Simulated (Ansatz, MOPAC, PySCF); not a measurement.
Species: SiNHF₃, net charge 0, doublet state. SMILES: F[Si](F)(F)[NH]
Geometry from a B3LYP-D3(BJ)/def2-TZVP (Ansatz, a first-principles code) optimisation:
```
Si
F 1 1.5732
F 1 1.5793 2 107.78
F 1 1.5793 2 107.78 3 117.41
N 1 1.7263 2 109.34 3 -121.30
H 5 1.0221 1 114.81 2 180.00
```
Charge 0, spin multiplicity 2.

Unscaled harmonic wavenumbers (cm⁻¹) in rising order, each level at the stationary point that it reaches from this structure (no distance between atoms moves by over 0.3 Å); the order of modes can differ between levels, and a negative number is imaginary. B3LYP-D3(BJ)/def2-TZVP (PySCF, at the structure above): 74, 245, 249, 343, 343, 383, 731, 803, 942, 978, 1002, 3469.

PM6 (MOPAC): -152, 216, 240, 251, 254, 275, 362, 620, 766, 792, 1009, 2804. Zero-point energy 10.8 against 13.7 kcal/mol; where all levels lie over 400 cm⁻¹, the wavenumbers are on average 0.842 times those of B3LYP-D3(BJ)/def2-TZVP. This level finds the structure a saddle point. The zero-point energy leaves imaginary modes out.

B3LYP/6-31G* (Ansatz): -43, 231, 240, 338, 339, 378, 728, 820, 944, 1008, 1032, 3451. Zero-point energy 13.6 against 13.7 kcal/mol; where all levels lie over 400 cm⁻¹, the wavenumbers are on average 1.016 times those of B3LYP-D3(BJ)/def2-TZVP. This level finds the structure a saddle point. The zero-point energy leaves imaginary modes out.
